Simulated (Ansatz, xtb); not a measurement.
Relative energy of two isomers of C5H5FO3

Structure X: `C=C[C@@H]1OC(=O)O[C@@H]1F`, a singlet. Structure Y: `C=C[C@@H]1OC(=O)O[C@H]1F`, a singlet. Both are isolated molecules in the gas phase, relaxed with PBE0-D3(BJ)/def2-SVP, each in the lowest conformer that the search found.

X (Å):

```xyz
14

C    -1.8227   -2.3939    0.7046
C    -1.5853   -1.0904    0.5733
C    -0.4014   -0.4133    1.1689
C     0.0475    1.7256    1.7917
C     0.5383    0.2551    0.1539
F    -0.1225    0.5782   -0.9873
O    -0.7947    0.6964    1.9732
O     0.0490    2.7405    2.3964
O     0.9336    1.4137    0.7988
H    -1.1608   -3.0420    1.2880
H    -2.6892   -2.8632    0.2331
H    -2.2523   -0.4486   -0.0097
H     0.1757   -1.1135    1.7964
H     1.4207   -0.3417   -0.1162
```

Y (Å):

```csv
atom,x (Å),y (Å),z (Å)
C,-1.8077,-2.2777,1.3157
C,-1.4339,-1.1444,1.9048
C,-1.3682,0.1841,1.2197
C,-0.6789,0.1999,-0.9398
C,0.0572,0.7499,1.1216
F,0.0507,2.0923,1.3175
O,-1.7554,0.1037,-0.1381
O,-0.6750,0.0617,-2.1128
O,0.4227,0.4717,-0.1840
H,-1.8341,-3.2177,1.8713
H,-2.1078,-2.2968,0.2647
H,-1.1524,-1.1298,2.9643
H,-2.0079,0.9258,1.7245
H,0.7867,0.3006,1.8107
```

Quicker runs give these differences E(Y) − E(X): GFN2-xTB −1.38 kcal/mol; HF/STO-3G −0.14 kcal/mol (at GFN2-xTB geometries); r2SCAN-D4/def2-SVP −0.80 kcal/mol (at GFN2-xTB geometries).

**Question.** Estimate E(Y) − E(X) at the level CCSD(T)/def2-SVP + ΔMP2/def2-TZVPP.

**Answer.** CCSD(T)/def2-SVP + ΔMP2/def2-TZVPP gives E(Y) − E(X) = −0.60 kcal/mol, slightly favouring structure Y, which is too small a margin to settle the true order.

Level by level:

```
                             level              geometry  E(Y) − E(X) (kcal/mol)  departure from the last row (kcal/mol)  job, with rough time for the two
                          GFN2-xTB              GFN2-xTB                     −1.38                                   −0.78              optimisation, 0.19 s
                         HF/STO-3G              GFN2-xTB                     −0.14                                   +0.45              single point, 0.62 s
                r2SCAN-D4/def2-SVP              GFN2-xTB                     −0.80                                   −0.20               single point, 6.6 s
              PBE0-D3(BJ)/def2-SVP  PBE0-D3(BJ)/def2-SVP                     −0.61                                   −0.01                optimisation, 94 s
                       HF/def2-SVP  PBE0-D3(BJ)/def2-SVP                     −0.27                                   +0.33           part of the CCSD(T) run
                      MP2/def2-SVP  PBE0-D3(BJ)/def2-SVP                     −0.18                                   +0.42           part of the CCSD(T) run
                  CCSD(T)/def2-SVP  PBE0-D3(BJ)/def2-SVP                     −0.21                                   +0.38                      single point
CCSD(T)/def2-SVP + ΔMP2/def2-TZVPP  PBE0-D3(BJ)/def2-SVP                     −0.60                                                     single point, 3.7 min
```

As drawn, both hold the same kinds of bond in the same numbers.

The largest departure from CCSD(T)/def2-SVP + ΔMP2/def2-TZVPP is that of GFN2-xTB, 0.78 kcal/mol. The last row adds to CCSD(T) the change of the MP2 difference between the two basis sets, here −0.38 kcal/mol.

With thermal terms from frequencies at re-optimised GFN2-xTB minima (ideal gas, soft modes damped towards free rotors, one conformer each, 298.15 K, 1 atm): the zero-point term adds 0.00 kcal/mol; ΔH is −0.63 and ΔG −0.57 kcal/mol.

The correlated steps freeze 9 core orbitals. Programs: Ansatz 0.2.0, xtb 6.7.1; the last row on 2 threads of Arm Neoverse V2 on a shared host.
